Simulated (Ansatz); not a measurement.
`C[CH2][AlH2]` + `CNC` → `C[N](C)[AlH2]` + `CC` at 500 K and 1 bar (ligand exchange at the Al–C bond).

Program: Ansatz. Geometries: PBE0-D4/def2-TZVP. ΔE: electronic, gas phase. CBS: MP2 limit from def2 TZ/QZ plus the TZ coupled-cluster correction, frozen cores. This one scheme is used for every species.

| species | CCSD(T)/CBS energy (Eh) | H − E (kJ/mol) | S (J/(mol·K)) |
| --- | --- | --- | --- |
| `C[CH2][AlH2]` | -322.31200 | 241.1 | 361.4 |
| `CNC` | -135.00321 | 273.8 | 313.8 |
| `C[N](C)[AlH2]` | -377.63984 | 295.5 | 375.4 |
| `CC` | -79.71954 | 220.5 | 259.9 |

H − E and S are ideal-gas, rigid-rotor, harmonic terms from PBE0-D4/def2-TZVP. 1 Eh = 2625.50 kJ/mol, R = 8.31446 J/(mol·K).

Q: By hand: ΔE, ΔH, ΔS and ΔG.

A: ΔE = (-377.63984) + (-79.71954) − (-322.31200) − (-135.00321) = -0.04417 Eh = -116.0 kJ/mol. Δ(H − E) = 295.5 + 220.5 − 241.1 − 273.8 = 1.1, so ΔH = -114.9 kJ/mol. ΔS = 375.4 + 259.9 − 361.4 − 313.8 = -39.9 J/(mol·K). ΔG = -114.9 − 500 × (-39.9)/1000 = -95.0 kJ/mol.

Q: By hand: the equilibrium constant, and the temperature at which ΔG would vanish if ΔH and ΔS stayed fixed.

A: log₁₀ K = −ΔG/(RT ln 10) = 9.9. ΔG = 0 at ΔH/ΔS = 2880 K, far beyond where these terms or the molecules hold.

ΔH outweighs TΔS. A doubt of 5 kJ/mol in ΔE shifts log₁₀ K by 0.5 here. These are equilibria of isolated gas molecules and say nothing of rates. Largest T1 diagnostic: 0.012 (customary marks: 0.02 for closed shells, 0.045 for open ones).
